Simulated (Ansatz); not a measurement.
Calculated with Ansatz (gas phase, PBE0-D4/def2-TZVP geometries, no zero-point term in ΔE). CCSD(T)/CBS is the MP2 limit (def2-TZVPP, def2-QZVPP) plus CCSD(T) − MP2 in def2-TZVPP, frozen cores. For Ge outer-core shells are correlated without core-valence functions, which leaves a few kJ/mol of doubt a bond. Scalar relativity is left out up to krypton. Each species was taken in one conformer, which may not be the lowest.

Reaction (redistribution): `O[SiH](O)CF` + `[OH][GeH2][O][SiH3]` → `[OH][GeH2][O][SiH](O)O` + `FC[SiH3]`

| species | HF/def2-QZVPP energy (Eh) |
| --- | --- |
| `O[SiH](O)CF` | -579.14250 |
| `[OH][GeH2][O][SiH3]` | -2517.75626 |
| `[OH][GeH2][O][SiH](O)O` | -2667.69307 |
| `FC[SiH3]` | -429.21746 |

(1) Work out ΔE.

Largest T1 diagnostic among the species: 0.012.

Results:

(1) ΔE = (-2667.69307) + (-429.21746) − (-579.14250) − (-2517.75626) = -0.01177 Eh = -0.32 eV. CCSD(T)/CBS gives -0.38 eV.

The D4 term adds −0.03 eV with B3LYP and −0.02 eV with PBE0; it sums over pairs of atoms, weighted by their polarisabilities, and B3LYP, whose exchange is more repulsive, gets the larger term. In def2-TZVPP, CCSD(T) changes the Hartree–Fock value by −0.07 eV (the triples alone add −0.01 eV) and MP2 by −0.05 eV.

B3LYP here is the variant with VWN-RPA as its local correlation; programs differ in this.
